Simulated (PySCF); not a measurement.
Al(Me)(H) (CH4Al), SMILES [CH3][AlH+], charge +1.

Geometry: PBE0-D3(BJ)/def2-TZVP. The multiplicity is an assumed one; other spin states were not compared. The isomer is the one that the SMILES or the coordinates give; other isomers of the formula were not compared.

Computed with r2SCAN/def2-TZVPD run with PySCF.

The molecule is in vacuum.

```
Item                                                              Result
------------------------------------------------  ----------------------
total energy                                          -282.60782 hartree
point group                                                          C3v
highest occupied level                                         -13.95 eV
lowest empty level                                              -7.71 eV
orbital gap                                                      6.24 eV
dipole moment about the centre of nuclear charge                  1.62 D
mean static polarisability                          33.3 bohr³ (4.93 Å³)
polarisability, principal values                  28.1, 28.1, 43.6 bohr³
```
